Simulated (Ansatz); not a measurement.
Reaction (redistribution): `[F][Cd][O][SiH3]` + `[NH2][In]([F])[SH]` → `[NH2][Cd][F]` + `[F][In]([SH])[O][SiH3]`

Isolated molecules relaxed with PBE0-D4/def2-TZVP in Ansatz; ΔE leaves out vibrations. CBS: MP2 limit from def2 TZ/QZ plus the TZ coupled-cluster correction, frozen cores. def2 core potentials past Kr. For Cd, In outer-core shells are correlated without core-valence functions, which leaves a few kJ/mol of doubt a bond. Each species was taken in one conformer, which may not be the lowest.

```tsv
species	HF/def2-QZVPP energy (Eh)
`[F][Cd][O][SiH3]`	-632.02101
`[NH2][In]([F])[SH]`	-742.55556
`[NH2][Cd][F]`	-322.00396
`[F][In]([SH])[O][SiH3]`	-1052.56996
```

Question: Work out ΔE.

Answer: ΔE = (-322.00396) + (-1052.56996) − (-632.02101) − (-742.55556) = 0.00265 Eh = +7.0 kJ/mol. CCSD(T)/CBS gives -2.1 kJ/mol.

Largest T1 diagnostic among the species: 0.016.

From PBE to PBE0 (25 % exact exchange), in def2-TZVPP and without D4, ΔE moves by +3.3 kJ/mol. In def2-TZVPP, CCSD(T) changes the Hartree–Fock value by −8.0 kJ/mol (the triples alone add −1.7 kJ/mol) and MP2 by −10.8 kJ/mol.
